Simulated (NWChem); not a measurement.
# Atomisation of iodine monochloride (ClI)

```
Cl
I 1 2.3566
```
Charge 0, spin multiplicity 1.

Everything below was run with NWChem. All single points use one geometry, from PBE0/def2-SVP with def2 effective core potentials on I, a minimum by its harmonic frequencies.

Basis set: def2-TZVP. The atomisation energy is electronic alone: no zero-point, thermal, spin-orbit or counterpoise terms. No value is extrapolated to the basis-set limit. Free atoms are single determinants with multiplicities Cl 2, I 2. Correlated methods freeze the same cores in atoms and molecule, 9 orbitals in all.

```tsv
method	atomisation energy (kcal/mol)
HF	18.5
PBE0	55.0
B3LYP	52.0
PBE	60.6
M06-2X	48.4
MP2	53.8
CCSD(T)	49.7
CAM-B3LYP	50.3
LC-wPBE (omega 0.3 per bohr)	52.4
```

The values span 42.0 kcal/mol, from HF (lowest) to PBE (highest). 

Effective core potentials replace the inner electrons of I; spin-orbit coupling is left out. B3LYP has NWChem's definition, with VWN1-RPA local correlation. The stability of the SCF solutions was not checked. Open-shell Hartree-Fock references start from PBE0 orbitals. Coupled-cluster values serve here as a point of comparison, not as the truth.
